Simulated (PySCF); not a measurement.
C2H8FNOSi, SMILES FC[Si@](N)(O)C. Atoms are numbered in the order given.

```xyz
14

C      1.6511    -0.4745     0.7983
Si     0.2511     0.2882    -0.1703
N     -0.2574     1.6957     0.6932
O      0.6212     0.6930    -1.7505
C     -1.0936    -1.0209    -0.4063
F     -1.4488    -1.4942     0.8657
H      2.1687    -1.2401     0.1985
H      1.2519    -0.9731     1.6971
H      2.3988     0.2688     1.1187
H     -1.1223     2.1711     0.4525
H     -0.0911     1.7521     1.6931
H      1.1525     1.4916    -1.8537
H     -1.9994    -0.6215    -0.9000
H     -0.7479    -1.8780    -1.0143
```

Geometry: r2SCAN-D4/def2-SVP. The structure was generated by enumeration; whether it is a known compound was not checked. The values are those of a single conformer.

Two levels are set side by side: PBE/pcSseg-1 (PySCF) and KT2/pcSseg-1 (PySCF). GIAO shifts against CFCl3 (¹⁹F), H2O (¹⁷O), NH3 (¹⁵N), TMS (²⁹Si), TMS (¹H), TMS (¹³C) at the same level; non-relativistic, no solvent, atoms listed together averaged. Differences are taken from unrounded values.

| quantity | KT2 | PBE | PBE minus KT2 |
|---|---|---|---|
| δ(¹³C) of C1 (ppm) | -2.2 | -2.2 | -0.1 |
| δ(²⁹Si) of Si2 (ppm) | -3.3 | -4.6 | -1.3 |
| δ(¹⁵N) of N3 (ppm) | 33.2 | 35.3 | 2.1 |
| δ(¹⁷O) of O4 (ppm) | 56.4 | 59.7 | 3.3 |
| δ(¹³C) of C5 (ppm) | 80.6 | 83.8 | 3.2 |
| δ(¹⁹F) of F6 (ppm) | -335.4 | -331.0 | 4.4 |
| δ(¹H) of H12 (ppm) | 1.34 | 1.32 | -0.02 |

Rough cost on one machine, each run with all the roots and properties that it gave: KT2 against PBE within a factor of 2.
